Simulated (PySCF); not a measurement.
Group charges in `FCC#C/C=C\CF`

Species: C6H6F2.
SMILES with atom numbers: `[F:1][CH2:2][C:3]#[C:4]/[CH:5]=[CH:6]\[CH2:7][F:8]` (hydrogens: H9, H10 on C2; H11 on C5; H12 on C6; H13, H14 on C7)

Cartesian coordinates in Å at the GFN2-xTB level; atoms count from 1:
```xyz
14
C6H6F2 angstrom
F      2.6849    1.5634    0.9980
C      2.8726    0.4266    0.2408
C      1.6089   -0.1123   -0.2125
C      0.5214   -0.5035   -0.5512
C     -0.7231   -1.0103   -0.9733
C     -1.8897   -0.6008   -0.4782
C     -2.0228    0.4532    0.5705
F     -3.1546    0.2456    1.3220
H      3.3984   -0.2955    0.8788
H      3.5047    0.7122   -0.6097
H     -0.6828   -1.7647   -1.7472
H     -2.8186   -1.0210   -0.8339
H     -1.1689    0.4586    1.2564
H     -2.1310    1.4483    0.1173
```

Atomic charges (e) from the PBE0/pcSseg-1 density (PySCF):

| atom | Mulliken | IAO | Hirshfeld | ESP-fitted |
| --- | --- | --- | --- | --- |
| F1 | -0.3304 | -0.3190 | -0.1228 | -0.2315 |
| C2 | +0.2265 | +0.0289 | +0.0407 | +0.1512 |
| C3 | -0.2356 | -0.0686 | -0.0523 | -0.1586 |
| C4 | +0.0749 | -0.0341 | -0.0374 | +0.0540 |
| C5 | -0.1873 | -0.1748 | -0.0414 | -0.3923 |
| C6 | -0.2283 | -0.1352 | -0.0311 | +0.0105 |
| C7 | +0.2338 | +0.0362 | +0.0267 | +0.1332 |
| F8 | -0.3416 | -0.3260 | -0.1253 | -0.2595 |
| H9 | +0.1371 | +0.1681 | +0.0620 | +0.0955 |
| H10 | +0.1367 | +0.1681 | +0.0622 | +0.0914 |
| H11 | +0.1291 | +0.1779 | +0.0637 | +0.2208 |
| H12 | +0.1244 | +0.1680 | +0.0566 | +0.1130 |
| H13 | +0.1324 | +0.1571 | +0.0472 | +0.1011 |
| H14 | +0.1283 | +0.1533 | +0.0509 | +0.0713 |

Q: Cut each of the bonds C2–C3, C3–C4, C4–C5, C6–C5 and C7–C6 in turn and sum the charges on the side of the atom named first.

A: In e; the other side holds the opposite charge:

```tsv
bond cut	piece	atoms	Mulliken	IAO	Hirshfeld	ESP-fitted
C2–C3	CH2F	4	+0.170	+0.046	+0.042	+0.107
C3–C4	C2H2F	5	-0.066	-0.023	-0.010	-0.052
C4–C5	C3H2F	6	+0.009	-0.057	-0.048	+0.002
C6–C5	C2H3F	6	+0.049	+0.053	+0.025	+0.170
C7–C6	CH2F	4	+0.153	+0.021	0.000	+0.046
```

Extremes among these pieces. Mulliken: lowest C2H2F at C3, highest CH2F at C2; IAO: lowest C3H2F at C4, highest C2H3F at C6; Hirshfeld: lowest C3H2F at C4, highest CH2F at C2; ESP-fitted: lowest C2H2F at C3, highest C2H3F at C6.

Q: Do the schemes agree better on the pieces than on the single atoms at the cuts?

A: The spread between schemes averages 0.109 e for the pieces and 0.188 e for the atoms named first; it is smaller for the piece at 5 of the 5 cuts. On average they agree better on the pieces.

One conformer (not necessarily the lowest) at the GFN2-xTB geometry, without solvent, vibrations or thermal averaging.

The run behind these numbers computed NMR shieldings as well. The run took 37 s wall on one thread of an Arm Neoverse N1, shared host, and the process peaked at 0.69 GiB of memory.
